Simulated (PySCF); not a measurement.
**Molecular orbitals of ZnB⁺**

PBE0 at R = 2.347 Å; PySCF, no relativity, basis sets Zn def2-SVPD, B def2-SVPD. State: ³Σ⁺ (triplet), unpaired electrons σ ↑↑, a second solution, started from another occupation. Only the outer orbitals are listed, counted within each symmetry.

```tsv
spin	orbital	occ.	ε (eV)	on Zn (%)	main shells (%)
α	7σ	1	-21.02	90	91 Zn d, 8 B s
α	1δ	1	-20.84	100	100 Zn d
α	1δ	1	-20.84	100	100 Zn d
α	3π	1	-20.79	99	99 Zn d
α	3π	1	-20.79	99	99 Zn d
α	8σ	1	-18.59	23	77 B s, 11 Zn s
α	9σ	1	-14.43	43	48 B p, 41 Zn s, 10 B s
α	10σ	1	-11.15	68	48 Zn s, 32 B p, 19 Zn p
α	4π	0	-9.52	8	91 B p, 8 Zn p
α	4π	0	-9.52	8	91 B p, 8 Zn p
α	5π	0	-5.85	87	87 Zn p, 9 B p
β	7σ	1	-20.75	95	95 Zn d
β	1δ	1	-20.70	100	100 Zn d
β	1δ	1	-20.70	100	100 Zn d
β	3π	1	-20.64	99	100 Zn d
β	3π	1	-20.64	99	100 Zn d
β	8σ	1	-17.24	18	77 B s, 10 Zn s
β	9σ	0	-10.18	62	62 Zn s, 19 B p, 18 B s
β	4π	0	-8.90	7	92 B p
β	4π	0	-8.90	7	92 B p
```

Task: Which are the highest filled and the lowest empty level, where do they sit, and how wide is the gap?

Result: Highest filled α 10σ at -11.15 eV (in %: 48 Zn s, 32 B p, 19 Zn p); lowest empty β 9σ at -10.18 eV (in %: 62 Zn s, 19 B p, 18 B s); the gap at PBE0 is 0.97 eV.

* bond order (Mayer): 0.53
* ⟨S²⟩: 2.003
* charge on Zn (Mulliken, basis-dependent): 0.66
* charge on Zn (Löwdin, basis-dependent): 0.73
* dipole moment (positive dipole points towards B; it is taken about the centre of mass and depends on that origin): 3.72 D
